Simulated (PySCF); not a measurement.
This PySCF input asks for the NMR shieldings of SMILES FC(F)(F)CNC1CC1, C5H8F3N; the geometry comes from GFN2-xTB.

```python
import basis_set_exchange as bse
import numpy as np
from pyscf import gto, dft
from pyscf.prop import nmr

atoms = """
F     1.714686    1.391763    0.598877
C     2.039638    0.224420    0.028088
F     3.373454    0.105155    0.137527
F     1.772272    0.347222   -1.282410
C     1.314505   -0.980066    0.651724
N    -0.066994   -1.127840    0.282041
C    -0.947151   -0.085087    0.730550
C    -2.295719    0.049982    0.102192
C    -1.261899    1.118914   -0.114740
H     1.863859   -1.873772    0.342030
H     1.390370   -0.874211    1.737994
H    -0.165216   -1.266787   -0.718689
H    -0.869333    0.055532    1.802151
H    -2.533705   -0.598778   -0.726601
H    -3.138962    0.265604    0.738887
H    -0.808636    1.186621   -1.092775
H    -1.388166    2.073358    0.371088
"""
names = dict.fromkeys(["F", "C", "N", "H"], "pcSseg-1")
basis = {el: gto.basis.parse(bse.get_basis(n, elements=[el], fmt="nwchem")) for el, n in names.items()}
mol = gto.M(atom=atoms, basis=basis, charge=0, verbose=0)
mf = dft.RKS(mol, xc="PBE0")
mf.grids.level = 2
mf.grids.alignment = dft.numint.BLKSIZE   # the property module wants whole blocks of grid points
mf.conv_tol = 1e-9
mf.kernel()

calc = nmr.RKS(mf)   # GIAO
C = mf.mo_coeff
Co = C[:, mf.mo_occ > 0]
resp = mf.gen_response(singlet=True, hermi=2)
def vind(x):   # induced exchange potential for any number of trial vectors
    d = np.einsum("pi,xij,qj->xpq", C, 2 * x.reshape(-1, C.shape[1], Co.shape[1]), Co, optimize=True)
    return np.einsum("xpq,pi,qj->xij", resp(d - d.transpose(0, 2, 1)), C, Co, optimize=True).ravel()
mo1, _ = nmr.rhf.solve_mo1(calc, with_cphf=vind)
sigma = calc.kernel(mo1)
for i, s in enumerate(sigma):   # ppm
    print("%2d %-2s %9.2f" % (i, mol.atom_pure_symbol(i), np.trace(s) / 3))
```

Task: Give the expected output.

Result: 
```
 0 F     247.36
 1 C      52.10
 2 F     257.95
 3 F     265.20
 4 C     130.55
 5 N     214.60
 6 C     151.73
 7 C     181.24
 8 C     176.38
 9 H      28.34
10 H      28.42
11 H      31.67
12 H      29.81
13 H      31.53
14 H      31.10
15 H      31.39
16 H      31.15
```

These numbers come from an equivalent density-fitted implementation of the same equations, which agrees with the script to about 0.01 ppm for H and up to a few tenths of a ppm for heavy atoms, so last digits may differ.

Task: Turn these shieldings into chemical shifts. Scale: CFCl3 for ¹⁹F (170.95 ppm); ¹³C (186.93 ppm) and ¹H (31.72 ppm) vs TMS; NH3 for ¹⁵N (267.73 ppm) (reference shieldings calculated alike).

Result: Averaging equivalent atoms: F 0/2/3: -85.9; C 1: 134.8; C 4: 56.4; C 6: 35.2; C 7/8: 8.1; N 5: 53.1; H 9/10: 3.34; H 12: 1.91; H 14/16: 0.59; H 13/15: 0.26; H 11: 0.05 ppm. Unscaled 19F shifts against computed CFCl3 carry errors that often reach 10 to 50 ppm. Experimental scales use liquid or dissolved standards, which lie at an offset from isolated NH3 (liquid NH3: subtract about 20 ppm).

Size and cost of the density-fitted run: 193 basis functions, 24 s wall time on 1 thread of an Arm Neoverse V2, shared host; peak memory 0.85 GiB.
